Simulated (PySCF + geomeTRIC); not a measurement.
A geometry relaxed with B3LYP-D3(BJ)/def2-TZVP run with PySCF + geomeTRIC, charge 0, multiplicity 1:

```xyz
7

N      0.4172     0.3797    -0.1072
H     -3.0031     1.3724    -0.3391
H      1.0824    -2.1913     0.5757
Si     1.4331    -0.8044     0.2007
C     -1.9930     1.0591    -0.2651
H      2.8678    -0.5144     0.1093
C     -0.8380     0.7027    -0.1813
```

Problem. Write the SMILES of this molecule.

Solution. `C#CN=[SiH2]`
